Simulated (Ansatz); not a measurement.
Calculated with Ansatz (gas phase, PBE0-D4/def2-TZVP geometries, no zero-point term in ΔE). CBS: MP2 limit from def2 TZ/QZ plus the TZ coupled-cluster correction, frozen cores. DFT in def2-TZVPP. B3LYP here is the variant with VWN-RPA as its local correlation; programs differ in this. Elements past krypton have def2 core potentials. For Br, Sb outer-core shells are correlated without core-valence functions, which leaves a few kJ/mol of doubt a bond. Scalar relativity is left out up to krypton. Each species was taken in one conformer, which may not be the lowest.

Reaction (redistribution): `[SiH3][Sb]([Cl])[Cl]` + `CO[SiH](N)Br` → `C[O][Sb]([Cl])[Cl]` + `N[SiH]([SiH3])Br`

`[SiH3][Sb]([Cl])[Cl]`:

```xyz
7

Si   -0.982   -0.206    0.225
Sb    1.548    0.054    0.750
Cl    1.609    2.178   -0.268
Cl    2.140   -1.264   -1.111
H    -1.745    0.733    1.088
H    -1.390   -1.603    0.526
H    -1.180    0.109   -1.210
```

`CO[SiH](N)Br`:

Z-matrix (Å, degrees):
```
C
O 1 1.411
H 1 1.091 2 108.0
H 1 1.094 2 111.0 3 -119.4
H 1 1.096 2 111.5 3 119.3
Si 2 1.631 1 124.5 3 -174.3
Br 6 2.229 2 107.6 1 -58.4
N 6 1.689 2 112.9 1 -177.4
H 6 1.479 2 110.0 1 59.5
H 8 1.007 6 120.8 2 -80.1
H 8 1.006 6 121.7 2 72.6
```

`C[O][Sb]([Cl])[Cl]`:

```xyz
8

C     0.118   -1.091   -0.245
O     1.118   -0.131    0.047
Sb    0.767    1.718    0.451
Cl   -0.918    1.391    2.058
Cl   -0.686    2.177   -1.340
H    -0.448   -0.815   -1.140
H     0.624   -2.041   -0.424
H    -0.576   -1.209    0.592
```

`N[SiH]([SiH3])Br`:

```xyz
10

N    -0.473    1.029    1.398
Si   -0.481   -0.432    0.517
Si    1.037   -0.305   -1.254
Br   -2.463   -0.947   -0.429
H    -0.531    1.912    0.915
H    -0.932    1.078    2.294
H    -0.224   -1.528    1.481
H     0.931   -1.525   -2.095
H     0.705    0.889   -2.077
H     2.430   -0.171   -0.750
```

```csv
level,ΔE (kJ/mol),difference from CCSD(T)/CBS
PBE-D4,70.3,-15.8
PBE0-D4,83.4,-2.7
B3LYP-D4,83.5,-2.6
ωB97X-V,82.5,-3.6
ωB97M-V,90.9,4.8
HF/def2-TZVPP,107.7,21.6
MP2/def2-TZVPP,90.1,4.0
CCSD/def2-TZVPP,92.0,5.9
CCSD(T)/def2-TZVPP,87.3,1.2
CCSD/CBS(def2),90.7,4.6
CCSD(T)/CBS,86.1,0
```

Largest T1 diagnostic among the species: 0.013.

In def2-TZVPP, CCSD(T) changes the Hartree–Fock value by −20.3 kJ/mol (the triples alone add −4.6 kJ/mol) and MP2 by −17.6 kJ/mol. From PBE to PBE0 (25 % exact exchange), in def2-TZVPP and without D4, ΔE moves by +13.1 kJ/mol.
